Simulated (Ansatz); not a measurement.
Basis sets compared for Ge₁₂N. Charge 0, multiplicity 2. Geometry PBE-D4/def2-SVP. Ansatz on 2 threads of AMD EPYC 7R13 on a shared host and a share (18 GiB) of an NVIDIA H100 80GB HBM3; times are rough, and most runs start from earlier orbitals.

```xyz
13

N    -0.133   -1.440    0.896
Ge   -1.665   -1.224   -0.302
Ge    0.307    1.907    2.033
Ge    1.072   -2.773    0.093
Ge   -2.095    1.068    2.371
Ge    1.210    1.912   -0.574
Ge   -1.542    1.450   -0.080
Ge    2.344   -0.453   -1.499
Ge   -0.315    0.214   -2.151
Ge   -0.825    2.699   -2.158
Ge    0.549   -2.114   -2.457
Ge   -0.418   -0.996    2.796
Ge    1.511   -0.250    1.031
```

Single mean-field runs in def2-TZVP are fitted with def2-universal-jkfit. Another isomer (doublet) lies 0.15 eV lower at PBE0-D4/def2-TZVP; other spin states weren't run for this one.

Binding counts from free atoms (N quartet, Ge triplet) in the same basis, without a counterpoise term.

| level | functions | energy (Eh) | HOMO (eV) | LUMO (eV) | binding per atom (eV) | wall time |
| --- | --- | --- | --- | --- | --- | --- |
| PBE-D4/def2-SVP | 398 | -24972.2169 | -4.83 | -4.52 | 3.47 | 13 s |
| PBE0-D4/def2-SVP | 398 | -24972.7821 | -5.54 | -4.08 | 3.27 | 20 s |

Q: Estimate the rows for PBE-D4/def2-TZVP (with forces), PBE0-D4/def2-TZVP.

A: 
| level | functions | energy (Eh) | HOMO (eV) | LUMO (eV) | binding per atom (eV) | wall time |
| --- | --- | --- | --- | --- | --- | --- |
| PBE-D4/def2-TZVP (with forces) | 607 | -24975.4179 | -4.77 | -4.45 | 3.48 | 16 s |
| PBE0-D4/def2-TZVP | 607 | -24975.9804 | -5.46 | -3.98 | 3.30 | 20 s |
